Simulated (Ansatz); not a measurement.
Isolated molecules relaxed with PBE0-D4/def2-TZVP in Ansatz; ΔE leaves out vibrations. CCSD(T)/CBS adds triple-zeta CCSD(T) − MP2 to the extrapolated MP2 energy (def2 sets, frozen cores). This one scheme is used for every species. Functionals use def2-TZVPP. HSE06 is defined as in plane-wave codes. For Ge outer-core shells are correlated without core-valence functions, which leaves a few kJ/mol of doubt a bond. Scalar relativity is left out up to krypton. Each species was taken in one conformer, which may not be the lowest.

Consider the formal hydrolysis of a Ge–Cl bond: `C[SiH2][GeH2][Cl]` + H₂O → `C[SiH2][GeH2][OH]` + HCl.

```csv
level,ΔE (kcal/mol),difference from CCSD(T)/CBS
LDA (SPW92),13.6,-1.1
revPBE-D4,14.5,-0.2
PBE-QIDH,14.9,0.2
revPBE,13.9,-0.8
BLYP,12.6,-2.1
r2SCANh,14.5,-0.2
HSE06,15.0,0.3
MP2/def2-SVP,12.3,-2.4
CCSD/def2-SVP,12.2,-2.5
HF/CBS(def2),14.6,-0.1
CCSD(T)/CBS,14.7,0
```

(1) What do rigid-rotor, harmonic-oscillator terms from PBE0-D4/def2-TZVP frequencies (298.15 K, 1 bar) make of the CCSD(T)/CBS value? (An estimate is asked.)

Largest T1 diagnostic among the species: 0.012.

Answers

(1) Computed: ΔZPE = -1.6 kcal/mol, ΔH = +13.0 kcal/mol, ΔS = -2 J/(mol·K), ΔG = +13.1 kcal/mol. Modes under 50 cm⁻¹ make the entropy rough.

Leaving LDA and LC-ωPBE aside and taking each functional with its dispersion term where it has one, the values, not all of them listed here, spread over 2.0 kcal/mol, from CAM-B3LYP-D4 to HSE06-D4. The D4 term adds +0.8 kcal/mol with B3LYP and +0.5 kcal/mol with PBE0; it sums over pairs of atoms, weighted by their polarisabilities, and B3LYP, whose exchange is more repulsive, gets the larger term. From r2SCAN to r2SCAN0 (25 % exact exchange), in def2-TZVPP and without D4, ΔE moves by +0.9 kcal/mol.

CCSD(T)/CBS has its own doubt, a few kJ/mol and more with outer-core shells, so smaller differences from it don't rank the levels.

B3LYP here is the variant with VWN-RPA as its local correlation; programs differ in this.
